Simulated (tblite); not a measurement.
strontium atom (Sr), singlet (GFN-xTB shapes and energies of metal compounds can be far from the true ones); GFN1-xTB in tblite.

Input for tblite:
```
$ tblite run mol.xyz --method gfn1 --charge 0 --spin 0 --spin-polarized --json tblite.json --no-restart

# file mol.xyz
1

Sr     0.00000000     0.00000000     0.00000000
```

The log (banner, timings and long lists left out):

```
xTB calculator
 | screened Coulomb repulsion
 | Coulomb electrostatics
 |  * isotropic Klopman-Ohno-Mataga-Nishimoto electrostatics
 |  * onsite third-order electrostatics
 | DFT-D3(BJ) dispersion correction
 | Interactions (1)
 | [1] spin polarization

halogen bonding energy    0.0000000000000E+00 Eh
repulsion energy          0.0000000000000E+00 Eh
dispersion energy         0.0000000000000E+00 Eh
interaction energy        0.0000000000000E+00 Eh
number of electrons       2.0000000000000E+00 e
integral cutoff           4.0000000000000E+01 bohr

------------------------------------------------------------
  cycle        total energy    energy error   density error
------------------------------------------------------------
      1    -0.5027433177276  -5.0274332E-01   0.0000000E+00
      2    -0.5027433177276   0.0000000E+00   0.0000000E+00
------------------------------------------------------------

electronic energy        -5.0274331772759E-01 Eh
total energy             -5.0274331772759E-01 Eh

Post processing:
 | Mayer-Wiberg bond orders

[Info] JSON dump of results written to 'tblite.json'
```
